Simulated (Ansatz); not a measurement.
Gas-phase reaction in SMILES: [CH3][Sn]([CH3])([CH3])[CH3] → [CH2][Sn]([CH3])([CH3])[CH3] + H atom (the C-H bond at the site shown breaks; other sites are not compared here)
Each molecule is optimised on its own at B3LYP-D3(BJ)/def2-TZVP (Ansatz, a quantum-chemistry and plane-wave program), one conformer each, not searched for the lowest. Frequencies are from Ansatz.

Wanted: bond dissociation energy (enthalpy at 298 K, with B3LYP-D3(BJ) rigid-rotor harmonic-oscillator terms), in kJ/mol. Valence correlation only, unless marked. Open shells are spin-unrestricted. Spin-orbit coupling is left out. Frozen are the shells of the preceding noble gas and the d and f shells that filled before the atom's block. In def2 rows, elements after Kr have scalar-relativistic effective core potentials. STO-3G rows are all-electron and non-relativistic. CBS marks a two-point X^-3 extrapolation of the correlation energy; Hartree-Fock from the larger set. [CCSD(T)-MP2]/basis is that difference in the basis named.

```csv
level,program,bond dissociation energy (kJ/mol)
revPBE/def2-TZVPD,Ansatz,405.9
```

Question: Predict the RI-MP2/CBS(def2-TZVPP,def2-QZVPP)+[CCSD(T)-MP2]/def2-TZVPP result (Ansatz).

Answer: 429.5 kJ/mol
